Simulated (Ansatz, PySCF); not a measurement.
Reaction (SMILES): [C-]#[S+] (CS) + 3 [H][H] (H2) → C (CH4) + S (H2S)
Geometries: B3LYP-D3(BJ)/def2-TZVP minima from Ansatz (an electronic-structure program).

Quantity: energy of full hydrogenation (enthalpy at 298 K, with B3LYP-D3(BJ) rigid-rotor harmonic-oscillator terms from PySCF), in eV. Correlated levels leave the core frozen unless marked. No spin-orbit coupling. Non-relativistic. Basis-set limits of correlation are two-point, X^-3; Hartree-Fock from the larger set.

```
level                          program  energy of full hydrogenation (eV)
----------------------  --------------  ---------------------------------
revPBE/def2-TZVPD               Ansatz                              -3.79
PBE0-D3(BJ)/def2-TZVPD  Ansatz + dftd3                              -4.47
PBE0/def2-TZVP                  Ansatz                              -4.43
TPSSh/def2-TZVPD                 PySCF                              -3.97
```

Q: What does CCSD(T)/CBS(def2-TZVPPD,def2-QZVPPD) (Ansatz) give?

A: -3.95 eV
